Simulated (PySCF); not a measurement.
## CSe: energy against distance

Set-up: PySCF, no relativity, basis sets C pcseg-1, Se pcseg-1. Energies in eV from C + Se in their ground configurations at the same level. State: ¹Σ⁺ (singlet), closed shell.

Curves on a restricted Hartree–Fock reference rise too fast on stretching and do not dissociate correctly.

| R (Å) | r²SCAN | M06 | CAM-B3LYP | RHF-CCSD(T) |
| --- | --- | --- | --- | --- |
| 1.446 | -4.119 | -4.120 | -4.004 |  |
| 1.514 | -5.147 | -5.113 | -4.978 | -4.625 |
| 1.581 | -5.724 | -5.662 | -5.501 | -5.243 |
| 1.631 | -5.936 | -5.856 | -5.672 | -5.484 |
| 1.682 | -6.005 | -5.910 | -5.701 | -5.583 |
| 1.732 | -5.964 | -5.855 | -5.619 | -5.571 |
| 1.800 | -5.782 | -5.654 | -5.381 | -5.429 |
| 1.884 | -5.414 | -5.262 | -4.942 | -5.113 |
| 1.985 | -4.849 | -4.666 | -4.288 | -4.618 |
| 2.119 | -4.004 | -3.774 | -3.322 |  |

Put a parabola through the three lowest points of the r²SCAN curve and estimate Re, k and ωe (reduced mass 10.43 u; 1 eV/Å² = 0.16022 mdyn/Å; ωe = 1302.8·√(k/μ) cm⁻¹).

Through R = 1.631, 1.682, 1.732 Å the second-order coefficient is 21.5 eV/Å², so Re ≈ 1.688 Å, k ≈ 6.89 mdyn/Å and ωe ≈ 1059 cm⁻¹. A polynomial fit of higher order to the unrounded r²SCAN energies gives Re = 1.686 Å, k = 6.75 mdyn/Å, ωe = 1048 cm⁻¹; anharmonicity and rounding make the difference.

The higher-order fit for each curve: r²SCAN: Re = 1.686 Å, ωe = 1048 cm⁻¹, De = 6.01 eV; M06: Re = 1.679 Å, ωe = 1062 cm⁻¹, De = 5.91 eV; CAM-B3LYP: Re = 1.668 Å, ωe = 1101 cm⁻¹, De = 5.71 eV; RHF-CCSD(T): Re = 1.701 Å, ωe = 1009 cm⁻¹, De = 5.59 eV.

Correlated steps freeze 10 core orbitals. Correlated levels converge slowly with the basis: in double zeta they bind strong bonds too weakly, by up to about 1 eV, and carry superposition errors of some tenths. Where the molecule has an RHF reference, its open-shell atoms are computed with UHF. The CCSD T1 diagnostic is raised, a sign that a single reference may not be enough here.
